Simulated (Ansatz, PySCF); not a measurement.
CH4GeOS (SMILES C[O][Ge][SH]), singlet, geometry from GFN2-xTB, with bond 5-3 at 1.8 times its length. Base run: CASSCF(4,6)/6-31G in PySCF.

Input for PySCF:
```python
from pyscf import gto, scf, mcscf
import numpy

mol = gto.Mole()
mol.atom = '''
    Ge    0.29495730   -0.13224463    0.62684760
    O    -1.07853175   -0.60109948   -0.39441560
    C    -2.15927612   -1.49358999   -0.29620139
    H    -3.09084974   -0.92850365   -0.37513910
    H    -2.06399917   -2.76843310   -1.79026297
    H    -2.15870136   -2.04894613    0.64587874
    S     1.08609433    1.34319448   -0.88402803
    H     2.12366324    1.69033852   -0.12664548
'''
mol.basis = '6-31g'
mol.verbose = 3
mol.build()

mf = scf.RHF(mol)
mf.kernel()
mc = mcscf.CASSCF(mf, 6, 4)
mc.fix_spin_(ss=0.0)
mc.kernel()
occ = numpy.linalg.eigvalsh(mc.fcisolver.make_rdm1(mc.ci, mc.ncas, mc.nelecas))[::-1]
ss = mc.fcisolver.spin_square(mc.ci, mc.ncas, mc.nelecas)[0]
print('natural occupations', occ.round(4), ' <S^2>', round(ss, 4))
```

Programs used: Ansatz (an electronic-structure program), PySCF; a row that names a program was run with it.

Each row names what was changed in the base input (with any setting that the change needs).

```json
[
 {"change": "base", "ΔE vs base (kcal/mol)": "0.000", "natural occupations": "1.95 1.80 0.20 0.03 0.02 0.00", "<S^2> of the state": "0.00"},
 {"change": "active space = 2 electrons, 3 orbitals", "ΔE vs base (kcal/mol)": "11.83", "natural occupations": "1.80 0.20 0.00", "<S^2> of the state": "0.00"},
 {"change": "active space = 2 electrons, 4 orbitals", "ΔE vs base (kcal/mol)": "12.17", "natural occupations": "1.80 0.20 0.00 0.00", "<S^2> of the state": "0.00"},
 {"change": "fix_spin_ = off", "ΔE vs base (kcal/mol)": "0.000", "natural occupations": "1.95 1.80 0.20 0.03 0.02 0.00", "<S^2> of the state": "0.00"},
 {"change": "active space = 6 electrons, 5 orbitals", "ΔE vs base (kcal/mol)": "4.73", "natural occupations": "2.00 1.97 1.80 0.20 0.03", "<S^2> of the state": "0.00"},
 {"change": "orbitals = fixed (CASCI)", "ΔE vs base (kcal/mol)": "28.19", "natural occupations": "1.98 1.90 0.10 0.01 0.01 0.00", "<S^2> of the state": "0.00"},
 {"change": "solver = newton", "ΔE vs base (kcal/mol)": "0.000", "natural occupations": "1.95 1.80 0.20 0.03 0.02 0.00", "<S^2> of the state": "0.00"},
 {"change": "code = ansatz; correction = SC-NEVPT2, all electrons", "ΔE vs base (kcal/mol)": "-313.9", "natural occupations": "-", "<S^2> of the state": "-"},
 {"change": "state_average = 2 states", "ΔE vs base (kcal/mol)": "7.69", "natural occupations": "-", "<S^2> of the state": "-"},
 {"change": "active space = 2 electrons, 2 orbitals", "ΔE vs base (kcal/mol)": "39.36", "natural occupations": "1.97 0.03", "<S^2> of the state": "0.00"},
 {"change": "active space = 6 electrons, 8 orbitals", "ΔE vs base (kcal/mol)": "-5.09", "natural occupations": "1.97 1.97 1.80 0.20 0.03 0.02 0.00 0.00", "<S^2> of the state": "0.00"}
]
```

Active orbitals are taken around the Fermi level unless the row says otherwise; CASSCF can end in different local minima, and two programs can end on different orbitals. State-averaged rows give the lowest state.

Ansatz warned in this series: other orbitals give a lower active-space energy.
